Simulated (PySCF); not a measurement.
Compound: C5H5N2P.
Numbering: `[CH3:1][n:2]1[cH:3][p:4][c:5]([C:6]#[N:7])[cH:8]1`

Geometry (GFN2-xTB, Å), atoms numbered from 1 in this order:
```
atom  x, y, z in Å
C1    -1.8658   -0.5932   -0.2909
N2    -0.6166    0.0491    0.0214
C3    -0.5278    1.3071    0.5161
P4     1.0744    1.8677    0.7633
C5     1.6384    0.2953    0.1502
C6     2.9815   -0.0772    0.0388
N7     4.0864   -0.3778   -0.0469
C8     0.5835   -0.5208   -0.1900
H9    -1.7832   -1.6672   -0.1260
H10   -2.1381   -0.4186   -1.3354
H11   -2.6535   -0.1940    0.3464
H12   -1.4343    1.8493    0.7197
H13    0.6509   -1.5192   -0.5843
```

NICS = −σ at a ghost point: NICS(0) at the centroid of the ring atoms, NICS(1) 1 Å to either side along the normal of their mean plane, zz for the tensor component along that normal. Level: GIAO PBE0/pcSseg-1 (PySCF, non-relativistic, gas phase) on the GFN2-xTB geometry, one conformer.

Ring bond lengths (Å), with Mayer bond orders in brackets: N2–C3 1.355 (1.18), C3–P4 1.715 (1.45), P4–C5 1.779 (1.16), C5–C8 1.376 (1.42), C8–N2 1.345 (1.15).

What do the NICS probes read (ppm)?

```tsv
ring	type	NICS(0)	NICS(1), two faces	NICS(1)zz, two faces	rms pucker (Å)	centre to ring atoms, mean (Å)
N2–C3–P4–C5–C8	5-membered ring with N and P; formal bonds all aromatic	-13.2	-11.1 / -11.2	-26.4 / -27.0	0.00	1.28
```

What do they say, and how far can they be read as aromaticity?

- N2–C3–P4–C5–C8: mean NICS(1)zz -26.7 ppm, shielded.

And the bond-length index? HOMA = 1 − mean of α(R − Ropt)² over the ring bonds, with Krygowski's 1993 parameters (CC: Ropt 1.388 Å, α 257.7 Å⁻²; CN: Ropt 1.334 Å, α 93.52 Å⁻²; CP: Ropt 1.698 Å, α 118.91 Å⁻²).

- N2–C3–P4–C5–C8: HOMA 0.82; the largest term is that of P4–C5, α(R − Ropt)² = 0.79.

Give the inner angles of the rings and the Hirshfeld charges of the ring atoms.

- N2–C3–P4–C5–C8: N2 113.1° (+0.015 e), C3 114.7° (-0.078 e), P4 87.6° (+0.059 e), C5 111.5° (-0.086 e), C8 113.2° (0.000 e); sum 540.0° against 540° for a flat convex ring.

How shielded are the nuclei of the rings and their hydrogens (means over atoms taken as equivalent)?

| atoms | environment | σ isotropic (ppm) |
| --- | --- | --- |
| N2 | pyrrole-type nitrogen | 68.4 |
| C3 | aromatic CH next to a ring nitrogen | 24.7 |
| P4 | phosphorus bonded to 2 C | 159.5 |
| C5 | substituted aromatic carbon | 63.8 |
| C8 | aromatic CH next to a ring nitrogen | 44.0 |
| H12 | aromatic hydrogen | 23.79 |
| H13 | aromatic hydrogen | 24.01 |

Rough CPU time on one thread of a shared machine: about 60 s. This is the whole shielding run at PBE0/pcSseg-1, SCF included.
